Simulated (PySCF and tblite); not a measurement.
The numbers below are computed, except where a source is named.
C5H9FO, numbered as in [F:1][C@H:2]1[CH2:3][CH2:4][CH2:5][CH2:6][O:7]1.

Search: ETKDG and KDG, MMFF94s, GFN2-xTB, 90 starts; geometries at PBE0-D3(BJ)/def2-SVP. Energies: PBE0-D3(BJ)/def2-TZVP, with GFN2-xTB thermal terms (modes under about 100 cm⁻¹ blended into free rotors). Symmetry numbers and mirror images are counted. Conformers within 4 kcal/mol (GFN2-xTB free energy) were kept, 5 at most. (PySCF 2.14, tblite 0.8.)

The 6-ring runs over atoms 2–3–4–5–6–7.

```
conformer                                                          shape  symmetry  dipole D
        1  6-ring twist-boat (ring torsions -30, 62, -35, -26, 61, -29°)        C1      1.91
        2    6-ring twist-boat (ring torsions 26, 29, -60, 29, 31, -61°)        C1      2.31
        3    6-ring twist-boat (ring torsions -61, 29, 32, -69, 35, 29°)        C1      2.44
        4                                        6-ring chair (F1 axial)        C1      1.97
        5                     6-ring chair (all substituents equatorial)        C1      3.01
```

Question: Which of these conformers is the most populated at 298.15 K, and with what share?

Answer: Conformer 4, about 97 %.

Question: Give the DFT energies and free energies relative to the lowest, and all weights.

Answer: 
```json
{"conformer": "1", "shape": "6-ring twist-boat (ring torsions -30, 62, -35, -26, 61, -29°)", "E(DFT) kcal/mol": "4.79", "G(298.15 K) kcal/mol": "4.45", "weight %": "0.1"}
{"conformer": "2", "shape": "6-ring twist-boat (ring torsions 26, 29, -60, 29, 31, -61°)", "E(DFT) kcal/mol": "4.28", "G(298.15 K) kcal/mol": "3.99", "weight %": "0.1"}
{"conformer": "3", "shape": "6-ring twist-boat (ring torsions -61, 29, 32, -69, 35, 29°)", "E(DFT) kcal/mol": "3.98", "G(298.15 K) kcal/mol": "3.79", "weight %": "0.2"}
{"conformer": "4", "shape": "6-ring chair (F1 axial)", "E(DFT) kcal/mol": "0.00", "G(298.15 K) kcal/mol": "0.00", "weight %": "97.0"}
{"conformer": "5", "shape": "6-ring chair (all substituents equatorial)", "E(DFT) kcal/mol": "2.29", "G(298.15 K) kcal/mol": "2.12", "weight %": "2.7"}
```

Question: How does its share change from 180 K to 400 K?

Answer: From 100 % to 92 %; the mixing entropy goes from 0.04 to 0.69 cal/(mol K).
